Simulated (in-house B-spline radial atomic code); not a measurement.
The lutetium ion Lu⁸⁺: 1s1 2s2 2p6 3s2 3p6 (3d3/2)4 (3d5/2)5 4s2 4p6 4d10 4f13 5s2 5p4 (with a hole in an inner shell)

Computed with a B-spline radial code for spherical atoms: Dirac-Hartree-Fock, average of the jj configuration, Fermi nucleus of rms radius 5.37 fm.

Effective charges: Z_r = [3n² - l(l+1)]/(2<r>) from the radius, Z_e = n√(-2ε) from the energy, and Slater's rules. Values are occupation-weighted means over j. An effective charge above Z reflects the relativistic contraction of the inner shells.

```tsv
shell	electrons	ε (eV)	<r> (bohr)	Z_r	Z_e	Slater
1s	1	-65069	0.01927	77.83	69.16	71.00
2s	2	-11454	0.08028	74.73	58.03	67.70
2p	6	-10225	0.07145	69.98	54.83	67.70
3s	2	-2797.4	0.2081	64.89	43.02	60.75
3p	6	-2408.7	0.2067	60.49	39.92	60.75
3d	9	-1911	0.1881	55.83	35.55	51.20
4s	2	-702.69	0.4663	51.47	28.75	45.10
4p	6	-568.43	0.4911	46.84	25.85	45.10
4d	10	-380.02	0.5228	40.17	21.14	33.85
5s	2	-196.53	1.068	35.10	19.00	16.90
4f	13	-169.71	0.5893	30.55	14.13	22.80
5p	4	-158.53	1.182	30.89	17.07	16.90
```

The least bound orbital is 5p3/2 at -155 eV, and it is also the most diffuse (<r> = 1.204 bohr). The part-filled 1s shell lies below the filled 5s shell in orbital energy.

For the 1s electron the small component carries 7.15 % of the norm, the zero-frequency Breit interaction raises the level by 76.61 eV, self-energy by 131.7 eV, and vacuum polarisation lowers it by 23.82 eV.
